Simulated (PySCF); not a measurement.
C5H8S2.
Bonds: C1–C2 (double), C2–C3, C3–C4, C4–C5, C5–S6, S6–S7, C2–S7. Hydrogens: H8, H9 on C1; H10, H11 on C3; H12, H13 on C4; H14, H15 on C5.

Computed, not measured: TDDFT wB97X-D/def2-SVPD, vertical, gas phase, core orbitals frozen in the response (PySCF 2.14.0, density-fitted response routines). One conformer (not necessarily the lowest) at the GFN2-xTB geometry, without solvent, vibrations or thermal averaging.

Computed states:

```json
{"state": "S1", "E (eV)": "4.06", "f": "0.0052"}
{"state": "S2", "E (eV)": "5.08", "f": "0.018"}
{"state": "S3", "E (eV)": "5.48", "f": "0.011"}
{"state": "S4", "E (eV)": "5.81", "f": "0.0028"}
{"state": "S5", "E (eV)": "6.35", "f": "0.026"}
{"state": "S6", "E (eV)": "6.49", "f": "0.118"}
{"state": "S7", "E (eV)": "6.68", "f": "0.026"}
{"state": "S8", "E (eV)": "6.70", "f": "0.120"}
```

Broadening: Gaussians 0.4 eV wide at half height, area fixed by f = 4.319×10⁻⁹ ∫ε dν̃. The cross-section is σ = 3.8235×10⁻²¹ ε cm², given in Mb (10⁻¹⁸ cm²). The width is an assumption, not a result. The curve ends short of the highest state used, and states not computed would add to its high-energy end.

**Question.** Give the broadened spectrum and its maxima.

**Answer.** 
```csv
λ (nm),σ (Mb)
203.2,4.83
206.0,2.06
208.8,1.15
211.6,1.08
214.4,1.35
217.3,1.82
220.1,2.37
222.9,2.88
225.7,3.21
228.5,3.35
231.3,3.45
234.2,3.73
237.0,4.20
239.8,4.69
242.6,4.95
245.4,4.79
248.2,4.20
251.1,3.31
253.9,2.38
256.7,1.57
259.5,0.94
262.3,0.53
265.1,0.27
268.0,0.13
270.8,0.07
273.6,0.05
276.4,0.07
279.2,0.12
282.0,0.19
284.9,0.31
287.7,0.47
290.5,0.64
293.3,0.84
296.1,1.02
298.9,1.18
301.8,1.29
304.6,1.34
307.4,1.32
310.2,1.24
313.0,1.12
315.8,0.97
318.7,0.80
321.5,0.64
324.3,0.50
327.1,0.37
329.9,0.27
332.7,0.19
335.6,0.13
338.4,0.09
341.2,0.06
344.0,0.04
346.8,0.02
349.6,0.01
352.5,0.01
355.3,0.00
358.1,0.00
```

Maxima: 305 nm (4.06 eV), ε about 350, made up of S1 (100%); 243 nm (5.10 eV), ε about 1300, made up of S2 (95%) (ε in L mol⁻¹ cm⁻¹; maxima over ε = 5, shares over 10%). At its high-energy end, 6.10 eV, the curve is still rising (ε about 1200, from S5 and S6).

**Question.** What would ε be at 5.10 eV, the highest of these maxima, with half the width (0.2 eV)?

**Answer.** About 2440 L mol⁻¹ cm⁻¹ against 1300, a factor of about 1.9; a lone state at its own centre would give exactly 2.

**Question.** On this curve, what absorbance would a 10⁻³ mol/L sample give at 222 nm over a 1 cm path?

**Answer.** 222 nm is 5.585 eV, where ε is about 710 L mol⁻¹ cm⁻¹, so A = ε c l ≈ 0.71 (Beer–Lambert, with the gas-phase spectrum and the assumed width).

**Question.** Coming from long wavelengths, where does ε first pass 100 L mol⁻¹ cm⁻¹?

**Answer.** At about 327 nm (3.79 eV), 0.27 eV below S1.

Time: 1.9 min wall, 93 s CPU; peak memory 0.90 GiB. Hardware: an Intel Xeon at 2.50 GHz with one thread, shared host with 64 logical CPUs at a one-minute load of 53.
